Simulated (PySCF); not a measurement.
A structure optimised at PBE-D3(BJ)/def2-SVP, used in a PySCF frequency run:

```xyz
15

C     -2.5546    -0.6807     0.5881
N     -1.1895    -0.2661     0.3639
C     -0.1995    -1.2871    -0.0108
Si     1.3286    -0.1106     0.0326
O      2.3509    -0.1195    -1.3090
Si    -0.4928     1.3451     0.1422
H     -2.6100    -1.4833     1.3607
H     -3.1661     0.1718     0.9478
H     -3.0421    -1.0818    -0.3348
H     -0.1724    -2.1307     0.7216
H     -0.3729    -1.7357    -1.0216
H      2.1484    -0.2960     1.2882
H      3.2377    -0.4820    -1.1441
H     -0.7718     2.2759     1.3010
H     -0.9072     2.1047    -1.1044
```
Charge 0, spin multiplicity 1.

Q: Write its SMILES and formula.

A: CN1C[Si@@H](O)[SiH2]1, C2H9NOSi2

Q: What are its rotational constants (standard atomic weights)?

A: 4.2471, 1.5282, 1.2343 GHz
